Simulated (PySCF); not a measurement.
C2H8OSi2, SMILES C=CO[SiH2][SiH3].

Geometry: PBE0-D3(BJ)/def2-SVP. Other conformers were not sampled.

These are PySCF with TDDFT-LC-ωPBE/def2-SVPD values and carry that method's errors.

Vertical excitations. Gas-phase values at a fixed geometry.

Problem. Estimate the UV-visible absorptions. (An estimate is asked for; the answer gives what the named calculation found.)

Solution. 
```csv
state,energy (eV),λ (nm),f,main pairs
S1,6.44,192,0.021,HOMO→LUMO 72 %
S2,6.93,179,0.139,"HOMO→LUMO+4 52 %, HOMO→LUMO+1 23 %"
S3,7.15,173,0.024,"HOMO−1→LUMO 55 %, HOMO→LUMO+3 20 %"
S4,7.38,168,0.043,"HOMO→LUMO+3 38 %, HOMO−1→LUMO+3 22 %, HOMO−1→LUMO 10 %"
S5,7.67,162,0.026,"HOMO→LUMO+2 24 %, HOMO→LUMO+1 15 %, HOMO→LUMO+6 11 %, HOMO−1→LUMO 8 %"
S6,7.92,156,0.045,HOMO→LUMO+5 52 %
S7,8.00,155,0.075,"HOMO→LUMO+2 24 %, HOMO−1→LUMO+3 22 %, HOMO→LUMO+3 9 %, HOMO→LUMO+5 7 %"
S8,8.11,153,0.055,"HOMO−2→LUMO 31 %, HOMO→LUMO+4 11 %, HOMO→LUMO+1 9 %, HOMO→LUMO+5 9 %"
S9,8.27,150,0.073,"HOMO−2→LUMO 34 %, HOMO−1→LUMO+3 10 %, HOMO→LUMO+1 10 %, HOMO→LUMO+4 8 %"
S10,8.28,150,0.043,"HOMO−2→LUMO+4 24 %, HOMO−1→LUMO+4 14 %, HOMO−1→LUMO+1 7 %, HOMO−2→LUMO+1 7 %"
T1,4.16,298,0,"HOMO→LUMO+4 55 %, HOMO→LUMO+1 14 %"
T2,5.83,213,0,"HOMO−1→LUMO 50 %, HOMO→LUMO 36 %"
T3,6.40,194,0,"HOMO−1→LUMO+3 52 %, HOMO→LUMO+3 24 %, HOMO−1→LUMO+1 8 %"
T4,6.70,185,0,"HOMO→LUMO 38 %, HOMO−1→LUMO 31 %"
```
Triplets are in the Tamm–Dancoff approximation, which puts them higher than full response would, so one can lie above its singlet here.
